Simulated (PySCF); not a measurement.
**Sn²⁺ (tin, charge +2): CAM-B3LYP calculation**

Configuration: [Kr] 4d9 5s2 5p1, one real determinant (an excited configuration). Computed with PySCF 2.14 in aug-cc-pVTZ-PP with one added diffuse shell each of d, f type with ECP28MDF (6s5p5d3f, 67 functions), with scalar relativity through the core potential.

| Item | Value |
| --- | --- |
| Total energy | -212.4632 hartree |
| One-electron energy | -356.7729 hartree |
| Hartree (Coulomb) energy | 161.4104 hartree |
| Exchange-correlation energy | -17.1008 hartree |
| ⟨S²⟩ | 2.0026 |
| ⟨L²⟩ | 8.009 |
| Sum of ⟨r⟩ | 23.46 bohr |
| Sum of ⟨r²⟩ | 36.13 bohr² |
| Traceless quadrupole moment −½Σ⟨3z² − r²⟩ along its main axis | -2.57 e·bohr² |

| shell | electrons | mean orbital energy (eV) | spread (eV) | rms radius, mean of both spins (bohr) |
| --- | --- | --- | --- | --- |
| 4s α | 1 | -167.17 | 0 | 0.873 |
| 4s β | 1 | -165.63 | 0 | 0.873 |
| 4p α | 3 | -121.64 | 1.766 | 0.945 |
| 4p β | 3 | -120.00 | 0.164 | 0.945 |
| 4d α | 5 | -54.583 | 1.895 | 1.14 |
| 4d β | 4 | -53.480 | 0.572 | 1.14 |
| 5s α | 1 | -32.112 | 0 | 2.27 |
| 5s β | 1 | -30.729 | 0 | 2.27 |
| 5p α | 1 | -23.003 | 0 | 2.67 |

⟨L²⟩ = 8.01 against 12 for a pure F term, so this real determinant mixes terms. Energies and moments cover only the electrons outside the core potential.
